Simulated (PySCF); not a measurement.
CrO3, SMILES [O]=[Cr](=[O])=[O], multiplicity 1.

Coordinates come from a PBE0-D3(BJ)/def2-SVP optimisation. The multiplicity is an assumed one; other spin states were not compared. The isomer is the one that the SMILES or the coordinates give; other isomers of the formula were not compared.

Two levels are set side by side: TDA-PBE/def2-SVPD (PySCF) and TDA-ωB97X/def2-SVPD (PySCF). Vertical, same geometry. The lowest singlet is HOMO→LUMO 100 % with PBE and HOMO→LUMO 98 % with the other functional; states are paired by order. Differences are taken from unrounded values.

```
quantity                              TDA-ωB97X
------------------------------------  ---------
lowest singlet excitation (eV)             2.27
lowest triplet excitation (TDA) (eV)       2.08
```

Q: What does TDA-PBE give, and how far is it from TDA-ωB97X? (An estimate is asked for; the answer gives what the named calculation found.)

A: 
```csv
quantity,TDA-PBE,TDA-PBE minus TDA-ωB97X
lowest singlet excitation (eV),1.69,-0.58
lowest triplet excitation (TDA) (eV),1.54,-0.55
```

A lower first singlet is the usual sign of a functional without exact exchange. Differences between two approximate levels are no errors against the true value.

Rough cost on one machine, each run with all the roots and properties that it gave: TDA-ωB97X against TDA-PBE about 4 times.
